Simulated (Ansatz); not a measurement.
Consider the hydrogenolysis of the Si–F bond: `O[SiH](F)[SiH2]F` + H₂ → `O[SiH](F)[SiH3]` + H–F.

Calculated with Ansatz (gas phase, PBE0-D4/def2-TZVP geometries, no zero-point term in ΔE). CBS: MP2 limit from def2 TZ/QZ plus the TZ coupled-cluster correction, frozen cores. This one scheme is used for every species. Functionals use def2-TZVPP. HSE06 is defined as in plane-wave codes. Each species was taken in one conformer, which may not be the lowest.

`O[SiH](F)[SiH2]F`:

Z-matrix (Å, degrees):
```
Si
F 1 1.601
Si 1 2.358 2 107.8
O 1 1.634 2 110.8 3 -119.8
H 1 1.480 2 107.1 3 124.8
F 3 1.612 1 106.0 2 -87.3
H 3 1.485 1 114.0 2 31.5
H 3 1.487 1 111.6 2 155.7
H 4 0.959 1 118.4 2 77.2
```

H₂:

Z-matrix (Å, degrees):
```
H
H 1 0.746
```

`O[SiH](F)[SiH3]`:

Cartesian coordinates in Å:
```
O 0.589 1.564 -0.932
Si -0.548 0.455 -0.540
F -1.025 -0.335 -1.851
Si 0.452 -1.047 0.948
H 0.324 2.347 -1.419
H -1.775 1.123 -0.026
H -0.512 -2.128 1.288
H 0.830 -0.332 2.195
H 1.666 -1.647 0.336
```

H–F:

Z-matrix (Å, degrees):
```
F
H 1 0.920
```

| level | ΔE (kJ/mol) |
| --- | --- |
| LDA (SPW92) | 87.1 |
| PBE-QIDH | 90.2 |
| revPBE | 88.3 |
| r2SCAN0 | 96.0 |
| HSE06 | 86.2 |
| LC-ωPBE | 91.1 |
| HF/def2-TZVPP | 96.7 |
| SCS-MP2/def2-QZVPP | 100.3 |

Problem. What does CCSD(T)/CBS give? (Estimate.)

Solution. Ansatz gave: +94.2 kJ/mol. The listed levels differ from it by -7.1, -4.0, -5.9, 1.8, -8.0, -3.1, 2.5, 6.1 kJ/mol.

Problem. What do rigid-rotor, harmonic-oscillator terms from PBE0-D4/def2-TZVP frequencies (298.15 K, 1 bar) make of the CCSD(T)/CBS value? (Estimate.)

Solution. Ansatz gave: ΔZPE = +9.4 kJ/mol, ΔH = +102.2 kJ/mol, ΔS = 20 J/(mol·K), ΔG = +96.1 kJ/mol. Modes under 50 cm⁻¹ make the entropy rough.

Largest T1 diagnostic among the species: 0.013.

Leaving LDA and LC-ωPBE aside and taking each functional with its dispersion term where it has one, the values, not all of them listed here, spread over 15.3 kJ/mol, from HSE06-D4 to BLYP-D4. At CCSD(T), def2-SVP lies −16.5 kJ/mol from the extrapolated value and def2-TZVPP −2.8 kJ/mol.
